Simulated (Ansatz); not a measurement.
System: CH2F, charge 1, singlet. CH2F+ (parent SMILES [CH2]F, singlet).
B3LYP-D3(BJ)/def2-TZVP minimum from Ansatz (a quantum-chemistry and plane-wave program):
```
C
F 1 1.2314
H 1 1.0959 2 117.10
H 1 1.0959 3 125.81 2 180.00
```
Charge +1, spin multiplicity 1.

Total energies in cc-pVQZ, 12 correlated electrons, 2 frozen orbitals. Open shells are spin-unrestricted; no spin-orbit coupling. Correlated methods leave the cores frozen. No relativity. The spin of CH2F+ (parent SMILES [CH2]F, singlet) was assumed, and the state is the lowest solution found for it.

```json
[
 {"method": "HF", "program": "Ansatz", "energy (Eh)": "-138.16188", "minus CCSDT(Q) (mEh)": "442.65"},
 {"method": "MP2", "program": "Ansatz", "energy (Eh)": "-138.57870", "minus CCSDT(Q) (mEh)": "25.83"},
 {"method": "CCSD", "program": "Ansatz", "energy (Eh)": "-138.58911", "minus CCSDT(Q) (mEh)": "15.42"},
 {"method": "CCSD(T)", "program": "Ansatz", "energy (Eh)": "-138.60368", "minus CCSDT(Q) (mEh)": "0.85"},
 {"method": "CCSDT(Q)", "program": "Ansatz", "energy (Eh)": "-138.60453", "minus CCSDT(Q) (mEh)": "0.00"}
]
```

Rough core times of Ansatz's runs on a shared machine: CCSD(T) 20 s, CCSDT(Q) 30 min.
